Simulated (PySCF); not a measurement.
Computed shifts of a molecule C₁₁H₉N, B3LYP/pcSseg-1 (PySCF), GIAO, gas phase, equivalent atoms averaged, in ppm (number of nuclei): ¹³C: 157.0 (1), 156.8 (1), 147.9 (1), 145.2 (1), 141.8 (1), 137.1 (2), 135.9 (1), 135.6 (2), 130.8 (1). ¹⁵N: 371.0 (1). ¹H: 9.13 (1), 8.94 (1), 7.97 (1), 7.86 (1), 7.76 (2), 7.75 (1), 7.67 (1), 7.47 (1). References: ¹³C against TMS (σ = 181.3 ppm); ¹⁵N against NH3 (σ = 265.5 ppm); ¹H against TMS (σ = 31.68 ppm), references at their B3LYP-D3(BJ)/def2-TZVP geometries, non-relativistic. Coordinates come from a PBE0-D3(BJ)/def2-SVP optimisation. One conformer was computed; it need not be the lowest.

**Question.** Which structure fits?
A. c1ccc(-c2cccnc2)cc1
B. N#C/C=C\C=C\c1ccccc1
C. C=C(/C=C/C#N)c1ccccc1
D. C=C/C(C#N)=C/c1ccccc1

**Answer.** A, c1ccc(-c2cccnc2)cc1
